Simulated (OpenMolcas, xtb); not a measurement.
**GaHClO (SMILES [O][GaH][Cl]): the vertical energy of the quartet above the doublet, rung by rung**

GaHClO has 4 atoms, charge 0, and is taken as a doublet. As SMILES, `[O][GaH][Cl]`. The shape is that of a PBE0-D4/def2-TZVP optimisation.

Each level gives the vertical energy of the quartet above the doublet (eV). The values are calculated.

```
             level             kind     program  value (eV)
          GFN0-xTB   semi-empirical         xtb        5.26
     UHF/def2-SVPD     Hartree–Fock  OpenMolcas        5.39
  USVWN5/def2-SVPD              LDA  OpenMolcas        5.62
U-revPBE/def2-SVPD              GGA  OpenMolcas        5.41
   UBLYP/def2-SVPD              GGA  OpenMolcas        5.44
   UTPSS/def2-SVPD         meta-GGA  OpenMolcas        5.50
 UM06-2X/def2-SVPD  hybrid meta-GGA  OpenMolcas        6.16
```

All-electron rows without a relativistic Hamiltonian named are non-relativistic. The values span 5.26 to 6.16 eV. The xTB rows lack spin polarisation, so open shells miss the exchange term that lowers them.
